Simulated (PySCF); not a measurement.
**Electron correlation in La (lanthanum, neutral)**

[Xe] 4f1 5d1 6s1, one real determinant (an excited configuration). Calculation: PySCF 2.14, in cc-pVDZ-X2C; scalar relativity by spin-free X2C-1e. Frozen: [Kr] 4d10; 11 electrons correlated.

```csv
level,correlation energy (mhartree)
CCSD,-252.75
(T),-12.76
CCSD(T),-265.51
```

Diagnostics: T1 = 0.025, D1 = 0.0864, largest double amplitude 0.100.

The real determinant used has ⟨L²⟩ near 18 against 30 for a pure H term, so it mixes terms. Spin-orbit coupling, absent here, splits the open shell strongly.

Cost of the coupled-cluster step: of the order of 30 core-seconds, for 11 correlated electrons.

Iterations:

```
CC2 = 0
CCSD nocc = (np.int64(7), np.int64(4)), nmo = (61, 61)
frozen orbitals [[0, 1, 2, 3, 4, 5, 6, 7, 8, 9, 10, 11, 12, 13, 14, 15, 16, 17, 18, 19, 20, 21, 22], [0, 1, 2, 3, 4, 5, 6, 7, 8, 9, 10, 11, 12, 13, 14, 15, 16, 17, 18, 19, 20, 21, 22]]
max_cycle = 100
direct = 0
conv_tol = 1e-08
conv_tol_normt = 1e-06
diis_space = 8
diis_start_cycle = 0
Init t2, MP2 energy = -0.230310579042171
Init E_corr(UCCSD) = -0.230310579096267
cycle = 1  E_corr(UCCSD) = -0.243072608858198  dE = -0.0127620298  norm(t1,t2) = 0.0691338
cycle = 2  E_corr(UCCSD) = -0.248531928115583  dE = -0.00545931926  norm(t1,t2) = 0.0311234
cycle = 3  E_corr(UCCSD) = -0.251840933850196  dE = -0.00330900573  norm(t1,t2) = 0.0218567
cycle = 4  E_corr(UCCSD) = -0.251993617240832  dE = -0.000152683391  norm(t1,t2) = 0.0124871
cycle = 5  E_corr(UCCSD) = -0.252164928650822  dE = -0.00017131141  norm(t1,t2) = 0.00957198
cycle = 6  E_corr(UCCSD) = -0.252650385831277  dE = -0.00048545718  norm(t1,t2) = 0.00556849
cycle = 7  E_corr(UCCSD) = -0.252768047513375  dE = -0.000117661682  norm(t1,t2) = 0.002917
cycle = 8  E_corr(UCCSD) = -0.252733852917149  dE = 3.41945962e-05  norm(t1,t2) = 0.000982597
cycle = 9  E_corr(UCCSD) = -0.252749758478686  dE = -1.59055615e-05  norm(t1,t2) = 0.000405272
cycle = 10  E_corr(UCCSD) = -0.252749915170734  dE = -1.56692048e-07  norm(t1,t2) = 0.00028985
cycle = 11  E_corr(UCCSD) = -0.252747847744355  dE = 2.06742638e-06  norm(t1,t2) = 0.000218828
cycle = 12  E_corr(UCCSD) = -0.252750018406639  dE = -2.17066228e-06  norm(t1,t2) = 0.000109051
cycle = 13  E_corr(UCCSD) = -0.252749997804222  dE = 2.06024165e-08  norm(t1,t2) = 7.14904e-05
cycle = 14  E_corr(UCCSD) = -0.252748858936155  dE = 1.13886807e-06  norm(t1,t2) = 4.77392e-05
cycle = 15  E_corr(UCCSD) = -0.252748884276766  dE = -2.53406107e-08  norm(t1,t2) = 2.80301e-05
cycle = 16  E_corr(UCCSD) = -0.25274943227949  dE = -5.48002725e-07  norm(t1,t2) = 1.45042e-05
cycle = 17  E_corr(UCCSD) = -0.252749680310338  dE = -2.48030847e-07  norm(t1,t2) = 8.42793e-06
cycle = 18  E_corr(UCCSD) = -0.252749509971323  dE = 1.70339015e-07  norm(t1,t2) = 4.32097e-06
cycle = 19  E_corr(UCCSD) = -0.252749527638555  dE = -1.76672318e-08  norm(t1,t2) = 3.91481e-06
cycle = 20  E_corr(UCCSD) = -0.252749489933874  dE = 3.7704681e-08  norm(t1,t2) = 3.74498e-06
cycle = 21  E_corr(UCCSD) = -0.252749470855784  dE = 1.90780898e-08  norm(t1,t2) = 3.16139e-06
cycle = 22  E_corr(UCCSD) = -0.252749420869616  dE = 4.99861676e-08  norm(t1,t2) = 2.83345e-06
cycle = 23  E_corr(UCCSD) = -0.252749414250436  dE = 6.61918076e-09  norm(t1,t2) = 1.64207e-06
cycle = 24  E_corr(UCCSD) = -0.252749438268734  dE = -2.40182982e-08  norm(t1,t2) = 1.88991e-06
cycle = 25  E_corr(UCCSD) = -0.252749432867084  dE = 5.40165007e-09  norm(t1,t2) = 1.17131e-06
cycle = 26  E_corr(UCCSD) = -0.252749402613397  dE = 3.0253687e-08  norm(t1,t2) = 9.6773e-07
cycle = 27  E_corr(UCCSD) = -0.252749396079524  dE = 6.533873e-09  norm(t1,t2) = 7.53339e-07
UCCSD converged
E(UCCSD) = -8489.39434708272  E_corr = -0.2527493960795237
UCCSD(T) correction = -0.0127572314284906
```

The reference is one real determinant that mixes LS terms of this configuration.
